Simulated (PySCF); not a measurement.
Gas-phase equilibrium of 1 mol H2O, 9 mol O2 at 2000 K and 0.133 bar, among 9 species (O2, O, HO2, H2O, H, H2O2, O3, H2, OH). Only gases are allowed; each row takes one source of thermochemistry for all species, and Cantera finds the minimum.

Computed with PySCF and rigid-rotor harmonic-oscillator thermochemistry at 1 bar. 'Table' is the NASA 1993 thermochemical table (part measured, part estimated). † marks an energy on the PBE0/def2-TZVP geometry and frequencies; other levels use their own. CCSD(T) freezes the core. 6-31G* has spherical d functions here. Open shells (unrestricted) among the columns below: O2 (multiplicity 3), O (multiplicity 3, electronic degeneracy 9), HO2 (multiplicity 2), H (multiplicity 2), OH (multiplicity 2, electronic degeneracy 4); the rest are closed-shell singlets. Spin-orbit splitting is ignored; it lowers the true energy and changes the entropy of O, OH. B3LYP is the form with VWN-RPA correlation. CCSD(T) isn't extrapolated to the basis-set limit. The harmonic model lacks anharmonicity and excited electronic states, which grow with temperature; levels with a mode under 35 cm⁻¹ are left out. The table's entry may be an old estimate for HO2, OH (not checked at source).

Molecules larger than those listed are left out.

Mole fractions:

```json
[
 {"thermochemistry": "table", "x O2": "0.90", "x H2O": "0.097", "x OH": "0.0048", "x O": "0.0017", "x H2": "8.1e-5", "x H": "4.0e-5", "x HO2": "5.0e-6"},
 {"thermochemistry": "B3LYP/6-31G*", "x O2": "0.90", "x H2O": "0.091", "x OH": "0.0072", "x O": "0.0012", "x H2": "0.0050", "x H": "0.00032", "x HO2": "1.2e-5"},
 {"thermochemistry": "CCSD(T)/def2-SVP†", "x O2": "0.89", "x H2O": "0.094", "x OH": "0.0100", "x O": "0.0087", "x H2": "0.00059", "x H": "0.00024", "x HO2": "3.5e-6"},
 {"thermochemistry": "CCSD(T)/def2-TZVPP†", "x O2": "0.89", "x H2O": "0.095", "x OH": "0.0079", "x O": "0.0046", "x H2": "0.00012", "x H": "5.9e-5", "x HO2": "4.5e-6"},
 {"thermochemistry": "r2SCAN/def2-TZVP†", "x O2": "0.90", "x H2O": "0.096", "x OH": "0.0065", "x O": "0.00060", "x H2": "0.00067", "x H": "0.00016", "x HO2": "5.2e-6"},
 {"thermochemistry": "LDA/def2-TZVP†", "x O2": "0.90", "x H2O": "0.100", "x OH": "0.00020", "x O": "2.0e-6", "x H2": "9.5e-5", "x H": "2.9e-5", "x HO2": "1.2e-5"},
 {"thermochemistry": "ωB97M-V/def2-TZVP†", "x O2": "0.90", "x H2O": "0.096", "x OH": "0.0060", "x O": "0.0014", "x H2": "0.00023", "x H": "8.3e-5", "x HO2": "7.4e-6"}
]
```
The most sensitive of these is O: it spans a factor of 10^3.6 over these rows; at this temperature one factor of ten is RT ln 10 = 38 kJ/mol.
